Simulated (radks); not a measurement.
The numbers below are computed, except where a source is named.
Numerical settings for neutral rhodium, [Kr] 4d8 5s1. Code: a radial shooting solver on a logarithmic mesh with Libxc functionals. Model: Dirac Kohn-Sham, PBE, spin-unpolarised, spherical densities, finite nucleus; open shells are shared between the two j in proportion to 2j + 1; Fermi nuclear charge, rms radius 4.4945 fm. The defaults (mesh step 0.008 in ln r, mesh end at 40 bohr or more with all orbitals vanishing there, Anderson mixing 0.5 over 9 steps, residual threshold near 1e-9 with the energy settled to 1e-9 hartree or 1e-11 of itself, here a cap of 83 iterations) give E = -4784.9411 hartree and 5s1/2 at -4.301 eV in 15 iterations. Times are rough (one thread of a shared host). Changes against that run (0 stands for a change within the tolerance of the run):

| setting | iterations | converged | E (mhartree) | e(5s1/2) (meV) | CPU (s) |
|---|---|---|---|---|---|
| mesh step in ln r 0.003 | 16 | yes | 0 | 0 | 0.32 |
| mesh step in ln r 0.05 | 83 | no | +0.0143 | 0 | 0.09 |
| mesh step in ln r 0.2 | 4 | no | diverged | - | 0.01 |
| mesh end (bohr) 1 | 13 | level above zero | +2.16e+05 | +1.22e+06 | 0.08 |
| mesh end (bohr) 3 | 13 | level above zero | +1.63e+03 | +2.72e+04 | 0.08 |
| residual threshold 0.01 | 10 | yes | 0 | +0.688 | 0.1 |
| residual threshold 0.001 | 10 | yes | 0 | +0.688 | 0.1 |
| mixing 0.05 | 33 | yes | 0 | 0 | 0.24 |
| linear mixing, mixing 1 | 83 | no | +3.03e+04 | -2.14e+05 | 2.1 |
| linear mixing, mixing 0.8 | 83 | no | +4.01e+03 | -1.69e+04 | 1.5 |
| mixing history 2 | 23 | yes | 0 | 0 | 0.18 |
| iteration cap 3 | 3 | no | +2.02 | -595 | 0.05 |

Settled on a wrong energy, with an occupied level pushed above zero by the early mesh end: mesh end (bohr) 1 (+216 hartree); mesh end (bohr) 3 (+1.63 hartree). Apart from these: no run marked as converged misses the energy by more than 1 mhartree. A mesh that ends early acts as a hard wall.
